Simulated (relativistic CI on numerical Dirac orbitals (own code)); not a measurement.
Transition arrays of Ag VIII

Computed by Dirac-Coulomb-Breit CI, KLI orbitals optimised for each configuration, a model potential for QED, valence Slater integrals scaled by 0.9, whole transition arrays (own radial code, finite nucleus).

Configuration list (outside the closed core [Ar] 3d10 4s2): 4p⁶4d⁴, 4p⁶4d³4f, 4p⁵4d⁵, 4p⁶4d³5p, 4p⁶4d³5f. Levels of other configurations are missing.

All E1 lines from the levels of 4p⁶4d⁴; mean and standard deviation are weighted by gf, and upper levels are sorted by their leading configuration.

```csv
Upper configuration,Lines,Σgf,Mean (eV),Mean (nm),σ (eV),Strongest line (nm)
4p⁶4d³4f,2608,384.5,67.78,18.291,4.16,18.192
4p⁵4d⁵,3386,1174.8,71.79,17.271,4.28,16.703
4p⁶4d³5p,1756,116.7,46.66,26.574,1.57,26.197
4p⁶4d³5f,2863,505.7,83.87,14.782,2.57,14.433
```

Σgf per state of the lower configuration in bins of 0.5 nm over the central range (centre: value): 14.25: 0.57, 14.75: 1.24, 15.25: 0.42, 15.75: 0.33, 16.25: 0.74, 16.75: 1.53, 17.25: 1.82, 17.75: 1.42, 18.25: 1.01, 18.75: 0.13, 19.25: 0.07, 19.75: 0.06, 20.25: 0.11, 20.75: 0.09, 21.25: 0.09, 21.75: 0.08, 22.25: 0.05, 22.75: 0.02, 23.25: 0.03, 25.25: 0.03, 25.75: 0.06, 26.25: 0.18.

Q: How do configuration mixing and the scaling of the Slater integrals move the arrays?

A: Slater scale 0.9, no configuration mixing: 4p⁶4d³4f 63.3 ± 2.8 eV (Σgf 987.4), 4p⁵4d⁵ 70.3 ± 5.5 eV (Σgf 830.1), 4p⁶4d³5p 46.6 ± 1.5 eV (Σgf 132.0), 4p⁶4d³5f 83.5 ± 1.7 eV (Σgf 25.7); Slater scale 1: 4p⁶4d³4f 69.1 ± 4.3 eV (Σgf 394.6), 4p⁵4d⁵ 72.5 ± 4.7 eV (Σgf 1033.4), 4p⁶4d³5p 46.7 ± 1.8 eV (Σgf 114.6), 4p⁶4d³5f 83.8 ± 3.3 eV (Σgf 681.4); Slater scale 0.8: 4p⁶4d³4f 66.5 ± 4.0 eV (Σgf 368.5), 4p⁵4d⁵ 70.8 ± 4.0 eV (Σgf 1264.1), 4p⁶4d³5p 46.6 ± 1.4 eV (Σgf 118.5), 4p⁶4d³5f 83.7 ± 2.4 eV (Σgf 388.4). With mixing, levels are counted to their leading configuration, so an array can shrink or vanish into another, and the sums then hold other lines.
